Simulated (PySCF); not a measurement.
A run for PySCF: R-HF/3-21G on GeH4N2 (a complex), monomers drawn apart or pushed together.

```python
from pyscf import gto, scf, dft, mp
from pyscf.data.elements import chemcore

mol = gto.M(
    atom='''
    N    -0.44036939    0.51231994    0.14198750
    N    -0.11509484    1.18972059   -0.64869821
    Ge    0.07546880   -0.23516554    3.25758181
    H     1.29983679    0.37294132    2.55759743
    H     0.40896677   -0.48815445    4.73615866
    H    -0.29550824   -1.56228900    2.58143263
    H    -1.10584872    0.74077492    3.16028697
    ''',
    basis='3-21g',
    charge=0, spin=0, verbose=3, max_memory=1800)
mf = scf.RHF(mol)
mf.conv_tol = 1e-8
mf.max_cycle = 100
mf.kernel()
if not mf.converged:
    mf = mf.newton().run(mf.mo_coeff, mf.mo_occ)
```

Program output:

```
converged SCF energy = -2175.92224766837
```

The run converged.

Cost: roughly 0.4 core-seconds.
